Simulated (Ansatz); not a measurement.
Job for Ansatz (an electronic-structure program): U-PBE0/def2-TZVPP on BTe, 2S+1 = 2, a spin state set in the input, which need not be the lowest. Elements past Kr take the def2 small-core potentials; no spin–orbit coupling.

Ansatz 0.2 input:
```yaml
crystal:
  periodic: [false, false, false]
  atoms:
    - {symbol: B, position_ang: [0.00000000, 0.00000000, 0.00000000]}
    - {symbol: Te, position_ang: [0.00000000, 0.00000000, 2.10900000]}
basis:
  gaussian:
    orbitals: def2-TZVPP
hamiltonian:
  xc: {name: PBE0}
magnetization: {spin_polarized: true, initial_magnetization: 1}
relax: {f_tol: 0.002, max_steps: 120}
```

Program output:

```
WARN ansatz: RAYON_NUM_THREADS=1 ignored (pool sized by the plan → 1); use --threads N
Functional definition: PBE0
integrals: 0.02 GiB planned
607 factors; their error is unknown
mean field: 0.24 GiB planned
mean field evaluation 1: about -7965.6295 eV, gradient 7.6e0 eV
mean field evaluation 2: about -7965.7643 eV, gradient 8.9e0 eV
mean field evaluation 4: about -7965.9971 eV, gradient 2.3e0 eV
mean field evaluation 8: about -7966.2020 eV, gradient 3.8e-1 eV
mean field evaluation 16: about -7966.2036 eV, gradient 8.4e-4 eV
mean field -7966.20361040 eV, -292.7525829956 hartree, gradient 1.5e-5 eV, S^2 0.783657; 3 other end points of the search recorded, 0 dependent functions left out
the calculation of the forces begins
reference -7966.20363180 eV, -292.7525837817 hartree; 15, 14 occupied and 66, 67 virtual orbitals, 607 factors
relax step   1: F+E_penalty+E_count = -7966.20361040 eV  Δ(F+E_penalty+E_count) = +0.000e0 eV  max|allowed force component| = 2.820e0 eV/Å  Δτ_max = 0.0000 Å  (69 SCF iters, accepted)
these checks for a lower state are left out or cut short: starts, cluster_reference, orbital_swaps, neighbouring_geometries, increment
integrals: 0.02 GiB planned
607 factors; their error is unknown
mean field: 0.24 GiB planned
mean field evaluation 32: about -7966.2542 eV, gradient 4.5e-1 eV
mean field -7966.41844516 eV, -292.7604780272 hartree, gradient 4.6e-6 eV, S^2 0.777627; 0 other end points of the search recorded, 0 dependent functions left out
the calculation of the forces begins
reference -7966.41846620 eV, -292.7604788005 hartree; 15, 14 occupied and 66, 67 virtual orbitals, 607 factors
relax step   2: F+E_penalty+E_count = -7966.41844516 eV  Δ(F+E_penalty+E_count) = -2.148e-1 eV  max|allowed force component| = 1.604e0 eV/Å  Δτ_max = 0.1079 Å  (48 SCF iters, accepted)
these checks for a lower state are left out or cut short: starts, cluster_reference, orbital_swaps, neighbouring_geometries, increment
integrals: 0.02 GiB planned
607 factors; their error is unknown
mean field: 0.24 GiB planned
mean field -7966.46093419 eV, -292.7620394703 hartree, gradient 2.5e-5 eV, S^2 0.779801; 0 other end points of the search recorded, 0 dependent functions left out
the calculation of the forces begins
reference -7966.46095532 eV, -292.7620402467 hartree; 15, 14 occupied and 66, 67 virtual orbitals, 607 factors
relax step   3: F+E_penalty+E_count = -7966.46093419 eV  Δ(F+E_penalty+E_count) = -4.249e-2 eV  max|allowed force component| = 7.172e-3 eV/Å  Δτ_max = 0.0278 Å  (42 SCF iters, accepted)
these checks for a lower state are left out or cut short: starts, cluster_reference, orbital_swaps, neighbouring_geometries, increment
integrals: 0.02 GiB planned
607 factors; their error is unknown
mean field: 0.24 GiB planned
mean field -7966.46093520 eV, -292.7620395073 hartree, gradient 2.6e-5 eV, S^2 0.779790; 0 other end points of the search recorded, 0 dependent functions left out
the calculation of the forces begins
reference -7966.46095632 eV, -292.7620402837 hartree; 15, 14 occupied and 66, 67 virtual orbitals, 607 factors
relax step   4: F+E_penalty+E_count = -7966.46093520 eV  Δ(F+E_penalty+E_count) = -1.008e-6 eV  max|allowed force component| = 1.465e-4 eV/Å  Δτ_max = 0.0001 Å  (44 SCF iters, accepted)
integrals: 0.02 GiB planned
607 factors; their error is unknown
mean field: 0.24 GiB planned
mean field evaluation 64: about -7964.0531 eV, gradient 2.1e1 eV
mean field -7966.46093520 eV, -292.7620395073 hartree, gradient 2.6e-5 eV, S^2 0.779790; 1 other end points of the search recorded, 0 dependent functions left out
the calculation of the forces begins
reference -7966.46095632 eV, -292.7620402837 hartree; 15, 14 occupied and 66, 67 virtual orbitals, 607 factors
Total energy: -7966.46095632 eV, -292.7620402837 hartree
Atom 0 at    -0.000000     0.000000     0.080227 Å, force    -0.000000    -0.000000     0.000147 eV/Å
Atom 1 at     0.000000    -0.000000     2.028773 Å, force     0.000000     0.000000    -0.000147 eV/Å
Dipole moment:    -0.000000     0.000000     0.028157 e Å
```

The calculation finished and met its thresholds.

Cost: around 12 core-seconds (rough).
